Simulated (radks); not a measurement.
Results of a calculation; reference values are marked as such.
The fluorine anion F- inside a hard spherical wall (all orbitals vanish at R), configuration held at [Ne] and not refilled when levels cross. Level of theory: non-relativistic Kohn-Sham, PBE, spin-polarised, spherical densities, point nucleus (a radial shooting solver on a logarithmic mesh with Libxc functionals). Eigenvalues in eV for spin up, with the zero of energy where the potential of the charges vanishes at infinity; a dash marks a level that is unbound or too diffuse for the functional's potential to be trusted. A positive occupied level is held by the wall or, in an anion where self-interaction has pushed it up, behind a barrier. The pressure on the wall is -dE/dV.

R (bohr) = 20: E (hartree) -99.81120; kinetic (hartree) 99.533; e(1s) -648.58; e(2s) -16.898; e(2p) 1.319; e(3s, empty) 2.401; e(3p, empty) 2.599; pressure (GPa) < 0.0001
R (bohr) = 12: E (hartree) -99.81100; kinetic (hartree) 99.534; e(1s) -648.51; e(2s) -16.830; e(2p) 1.382; e(3s, empty) 4.064; e(3p, empty) 4.789; pressure (GPa) 0.00164
R (bohr) = 10: E (hartree) -99.81060; kinetic (hartree) 99.536; e(1s) -648.43; e(2s) -16.755; e(2p) 1.454; e(3s, empty) 4.964; e(3p, empty) 6.078; pressure (GPa) 0.00842
R (bohr) = 5: E (hartree) -99.77974; kinetic (hartree) 99.664; e(1s) -646.30; e(2s) -15.059; e(2p) 3.137; e(3s, empty) 13.961; e(3p, empty) 18.349; pressure (GPa) 3.15
R (bohr) = 3: E (hartree) -99.38814; kinetic (hartree) 101.130; e(1s) -635.40; e(2s) -7.769; e(2p) 11.191; e(3s, empty) 44.782; e(3p, empty) 52.214; pressure (GPa) 177
R (bohr) = 2.5: E (hartree) -98.81174; kinetic (hartree) 103.085; e(1s) -625.12; e(2s) -1.127; e(2p) 18.734; e(3s, empty) 72.023; e(3p, empty) 78.834; pressure (GPa) 687
R (bohr) = 1.5: E (hartree) -91.44944; kinetic (hartree) 122.149; e(1s) -557.44; e(2s) 52.974; e(2p) 75.168; e(3s, empty) 278.26; e(3p, empty) 258.75; pressure (GPa) 21500
